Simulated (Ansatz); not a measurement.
System: FeH, net charge 0, sextet state. The spin state was set by rule; other spins were not relaxed. 
Structure (B3LYP-D3(BJ)/def2-TZVP (Ansatz, a quantum-chemistry and plane-wave program) minimum search):
```
Fe
H 1 1.6930
```
Charge 0, spin multiplicity 6.

Parts of the frozen-core correlation energy in def2-SVP (Ansatz, hartree). Frozen orbitals: 9; correlated occupied orbitals by spin: 7 and 2; virtual: 20 and 25. Open shells are spin-unrestricted. No spin-orbit coupling. Non-relativistic.

```
term                             value
-------------------------  -----------
reference (HF)             -1262.80889
MP2 opposite-spin                  [?]
MP2 same-spin                 -0.05152
CCSD correlation                   [?]
(T)                                [?]
CCSDT minus CCSD(T)           -0.00043
CCSDT(Q) minus CCSD(T)        -0.00036
T1 diagnostic                    0.020
largest doubles amplitude        0.053
<S^2> of the reference           8.754
```

Q: What belongs in the gaps?

A: 
- MP2 opposite-spin, value: -0.05946
- CCSD correlation, value: -0.12526
- (T), value: -0.00237
